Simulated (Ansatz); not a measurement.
Start from `C#[C][Ge]([CH3])([F])[F]` and change one atom or group to get `[CH3][Ge]([F])([F])[Br]`.

Ansatz, PBE0-D4/def2-TZVP geometries, multiplicity 1. 

Scalar relativity is left out up to krypton. Spin–orbit coupling is left out; it splits and shifts lone-pair levels of the heavy atoms by tenths of an eV.

```
                                        property  `C#[C][Ge]([CH3])([F])[F]`
  size of the dipole moment (PBE/def2-TZVPP) / D                        3.27
size of the dipole moment (B3LYP/def2-TZVPP) / D                        3.43
           HOMO–LUMO gap (B3LYP/def2-TZVPP) / eV                        7.81
  zero-point energy (PBE0-D4/def2-TZVP) / kJ/mol                       159.0
            HOMO–LUMO gap (PBE0/def2-TZVPP) / eV                        8.30
              HOMO energy (PBE0/def2-TZVPP) / eV                       -8.89
```

Problem. Give the same properties after the change, and the shifts. (Estimate.)

Solution. Ansatz gave: 
```csv
property,`[CH3][Ge]([F])([F])[Br]`,shift
size of the dipole moment (PBE/def2-TZVPP) / D,3.07,-0.20
size of the dipole moment (B3LYP/def2-TZVPP) / D,3.19,-0.24
HOMO–LUMO gap (B3LYP/def2-TZVPP) / eV,7.61,-0.20
zero-point energy (PBE0-D4/def2-TZVP) / kJ/mol,111.8,-47.2
HOMO–LUMO gap (PBE0/def2-TZVPP) / eV,8.24,-0.06
HOMO energy (PBE0/def2-TZVPP) / eV,-9.00,-0.11
```

With PBE0 the HOMO falls by 0.11 eV and the LUMO falls by 0.17 eV, so the gap narrows by about 0.06 eV. PBE moves the HOMO by -0.03 eV and ωB97M-V by -0.06 eV. The zero-point energy changes by -47.2 kJ/mol with -6 modes. Dipoles are sizes alone; their direction can turn.

Positive LUMOs are unbound, so they and the gaps depend on the basis.

B3LYP here is the variant with VWN-RPA as its local correlation; programs differ in this.
